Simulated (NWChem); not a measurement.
BaCl cation; SMILES [Ba+][Cl]

```xyz
2

Ba     0.0000     0.0000    -0.6176
Cl     0.0000     0.0000     2.0345
```
Atoms are numbered in this order, from 1.

All runs: NWChem. Geometry: optimised at PBE0/def2-SVP. def2 effective core potentials on Ba; no spin-orbit coupling.

### Question
Estimate the computed values for TPSS/def2-QZVP. Quantities: highest occupied level (eV); orbital gap (eV).

### Answer
| Quantity | Value |
|---|---|
| highest occupied level (eV) | -10.92 |
| orbital gap (eV) | 4.22 |
